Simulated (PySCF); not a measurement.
Computed magnetic data of one metal complex (SC-NEVPT2 in the d shell, PySCF, with spin-orbit coupling):

```tsv
T / K	χT / cm³ K mol⁻¹	μeff / μB
2	0.002	0.11
5	0.003	0.15
10	0.005	0.21
20	0.010	0.28
30	0.015	0.34
50	0.024	0.44
75	0.036	0.53
100	0.047	0.61
150	0.071	0.75
200	0.094	0.87
250	0.117	0.97
300	0.140	1.06
```

Powder magnetisation at 2 K: 0.00 μB at 0.5 T, 0.00 μB at 1 T, 0.00 μB at 2 T, 0.00 μB at 3 T, 0.01 μB at 5 T, 0.01 μB at 7 T.

**Question.** Which of these complexes, all computed at model or optimised geometries, gave the data?
A. [MoF4]+ (d1, tetrahedral)
B. TiBr3 (d1, trigonal planar)
C. [TiBr5]2- (d1, square pyramidal)
D. [NbI6]2- (d1, octahedral)

**Answer.** D. [NbI6]2- (d1, octahedral) has NEVPT2: 2S+1 = 2, 1.06 μB at 300 K, 0.21 μB at 10 K, 0.01 μB at 7 T. The others: [MoF4]+ (d1, tetrahedral) has NEVPT2: 2S+1 = 2, 1.65 μB at 300 K, 1.63 μB at 10 K, 0.92 μB at 7 T; [TiBr5]2- (d1, square pyramidal) has NEVPT2: 2S+1 = 2, 1.84 μB at 300 K, 0.41 μB at 10 K, 0.03 μB at 7 T; TiBr3 (d1, trigonal planar) has NEVPT2: 2S+1 = 2, 1.80 μB at 300 K, 1.65 μB at 10 K, 0.93 μB at 7 T.

The d shell alone is too small an active space for [NbI6]2- (an active orbital has only 0.60 squared overlap with the free ion's shell): its levels, fitted parameters, g values and moments show what this model gives and aren't sound predictions.

The d shell alone is too small an active space for [MoF4]+ (an active orbital has only 0.64 squared overlap with the free ion's shell): its levels, fitted parameters, g values and moments show what this model gives and aren't sound predictions.

On [NbI6]2-: The ground state is orbitally degenerate in this regular structure, which would distort (Jahn–Teller), so its moment is that of the undistorted model.
